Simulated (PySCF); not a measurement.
Molecule: `F[SiH2][SiH2][SiH3]`, FH₇Si₃.

Atoms are numbered as in `[F:1][SiH2:2][SiH2:3][SiH3:4]`. Hydrogens are named by the atom that carries them.

Geometry PBE0-D3(BJ)/def2-SVP throughout; GIAO in PySCF, gas phase, one conformer, non-relativistic; equivalent atoms averaged; functional PBE0.

Problem. How do the shifts δ (against CFCl3, TMS at the same level) depend on the basis set? (ppm; last column core-seconds on 1 thread of an Arm Neoverse V2, shared host)

Solution. 
```csv
basis set,functions,F1,Si2,Si4,Si3,H(Si2),H(Si4),H(Si3),core-s
pcSseg-0,62,-305.5,-6.3,-159.7,-177.1,5.97,3.40,3.19,3.2
6-31G*,82,-228.8,35.4,-71.4,-77.1,6.01,3.87,3.51,4.9
cc-pVDZ,103,-229.3,13.9,-91.6,-93.7,5.70,3.73,3.38,6.4
def2-SVP,103,-207.9,7.1,-100.8,-109.9,5.66,3.72,3.39,5.7
aug-cc-pVDZ,167,-234.9,11.8,-100.8,-97.9,5.98,3.86,3.62,13
"6-311+G(2d,p)",174,-241.2,9.8,-107.3,-115.1,6.02,4.00,3.74,13
def2-TZVP,184,-229.9,7.4,-110.1,-119.5,6.03,3.99,3.74,15
cc-pVTZ,230,-233.3,8.9,-104.9,-117.0,5.82,3.78,3.54,24
IGLO-III,237,-237.2,6.8,-108.7,-116.3,5.94,3.89,3.67,21
```

Problem. Which nucleus moves most, in ppm?

Solution. Si3 (silicon bonded to 2 Si, 2 H): from -177.1 ppm with pcSseg-0 to -77.1 ppm with 6-31G*. The smallest spread is 0.37 ppm, at H(Si2).

Problem. Taking the largest basis, IGLO-III (237 functions), as the yardstick, rank the others by their worst heavy-atom deviation.

Solution. cc-pVTZ 3.8 ppm (230 functions), 6-311+G(2d,p) 4.1 ppm (174 functions), def2-TZVP 7.2 ppm (184 functions), aug-cc-pVDZ 18.4 ppm (167 functions), cc-pVDZ 22.6 ppm (103 functions), def2-SVP 29.3 ppm (103 functions), 6-31G* 39.2 ppm (82 functions), pcSseg-0 68.3 ppm (62 functions).

A small basis that lands close on one nucleus may do so by chance; judge by the trend and by all nuclei.
